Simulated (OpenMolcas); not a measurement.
Ir5+ (d4) among equal point charges was computed by CASSCF with the d shell active (OpenMolcas, ANO-RCC-VTZP on the metal). Its lowest spin-free states, and all those of the highest spin:

| 2S+1 | Degeneracy | E (cm-1) |
| --- | --- | --- |
| 5 | 3 | 0.0 |
| 5 | 2 | 1619 |
| 3 | 3 | 18828 |
| 3 | 3 | 19401 |
| 3 | 3 | 20234 |
| 3 | 2 | 20617 |
| 3 | 3 | 22206 |
| 3 | 3 | 22868 |
| 3 | 3 | 23382 |
| 3 | 1 | 23580 |
| 3 | 3 | 24123 |
| 3 | 2 | 24871 |

Q: Is the site octahedral, tetrahedral or cube-like, axial, or of lower symmetry?

A: The states with 2S+1 = 5 have orbital degeneracies 3, 2. Threefold states need a cubic site. For d4 at this spin an octahedron puts the twofold E below the threefold T2 and a tetrahedron or cube puts the threefold T2 below the twofold E, so the site is a tetrahedron or a cube, which this pattern cannot tell apart. The first gap at this spin, 1620 cm-1, is |10Dq| in ligand-field theory. The run had Ir5+ among 4 point charges of -1.62 e arranged as a tetrahedron (Td), 2.21 Å from the ion.

Spin-orbit coupling mixes the spin-free states strongly: the lowest level takes only 44 % from its leading state, 5T2. Without dynamic correlation the repulsion within the d shell is too large (B by tens of per cent), so at a given field states of lower spin stand too high. Point charges give a weaker field than real ligands, and real ions of this kind are as a rule low spin; the high spin found here belongs to the model. The ground term spreads over less than 5000 cm-1, several times less than with real ligands, so orbital moments are less quenched and χT lies further from the spin-only value than at real sites. Point charges carry no covalency, so the field is a model and not that of real ligands. No measured value stands beside these numbers.
